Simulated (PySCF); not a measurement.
C2H2Cl2, SMILES Cl/C=C\Cl. Geometry: ωB97X-D3(BJ)/def2-SVP.

Level of theory: ωB97X-D3(BJ)/def2-SVP in PySCF.

Harmonic wavenumbers (cm⁻¹): 171, 422, 587, 728, 759, 888, 941, 1206, 1321, 1721, 3242, 3262. Rotational constants (GHz): 11.41, 2.512, 2.059; symmetry number 2.

Problem. Work out the zero-point energy and the ideal-gas rigid-rotor harmonic-oscillator thermochemistry at 298.15 K and 1 atm.

Solution. ZPE = ½ Σ hcν = ½ × 15248 cm⁻¹ = 21.80 kcal/mol. H − E(el) = 25.04 kcal/mol. Entropy in cal/(mol K): translation 39.63, rotation 24.72, vibration 4.64, total 68.99. G − E(el) = 4.47 kcal/mol. Cp = 15.14 cal/(mol K).
